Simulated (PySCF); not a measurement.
## Si(2+): ionisation energy

Si(2+) [Ne] 3s2 (1S) → Si(3+) [Ne] 3s1 (2S), as a difference of total energies. Computed with PySCF 2.14 in aug-cc-pCVTZ-DK with one added diffuse shell each of s, p, d, f type (9s8p6d4f, 91 functions), with scalar relativity by spin-free X2C-1e. Correlated levels: valence: [Ne] frozen; valence and next inner shell: 1s2 frozen; nothing frozen. The calculations carry no spin-orbit coupling.

```json
{"method": "UHF", "ionisation energy (eV)": "32.021", "error (eV)": "-1.472"}
{"method": "LDA", "ionisation energy (eV)": "33.590", "error (eV)": "+0.097"}
{"method": "PBE", "ionisation energy (eV)": "33.447", "error (eV)": "-0.046"}
{"method": "PBE0", "ionisation energy (eV)": "33.309", "error (eV)": "-0.184"}
{"method": "r2SCAN", "ionisation energy (eV)": "32.936", "error (eV)": "-0.557"}
{"method": "BP86", "ionisation energy (eV)": "33.524", "error (eV)": "+0.031"}
{"method": "MN15", "ionisation energy (eV)": "33.165", "error (eV)": "-0.328"}
{"method": "wB97X", "ionisation energy (eV)": "33.220", "error (eV)": "-0.273"}
{"method": "TPSSh", "ionisation energy (eV)": "33.229", "error (eV)": "-0.264"}
{"method": "MP2 (valence)", "ionisation energy (eV)": "32.894", "error (eV)": "-0.599"}
{"method": "SCS-MP2 (valence)", "ionisation energy (eV)": "33.069", "error (eV)": "-0.424"}
{"method": "MP2 (valence and next inner shell)", "ionisation energy (eV)": "33.143", "error (eV)": "-0.350"}
{"method": "SCS-MP2 (valence and next inner shell)", "ionisation energy (eV)": "33.262", "error (eV)": "-0.231"}
{"method": "MP2 (all electrons)", "ionisation energy (eV)": "33.139", "error (eV)": "-0.354"}
{"method": "SCS-MP2 (all electrons)", "ionisation energy (eV)": "33.259", "error (eV)": "-0.234"}
```

Reference: 33.493 eV (measured; NIST Atomic Spectra Database, ionization energies).

Errors of the correlated levels include the incompleteness of this basis and the frozen core.

MP2 underrates the near-degeneracy of ns² with np² in the lower species.
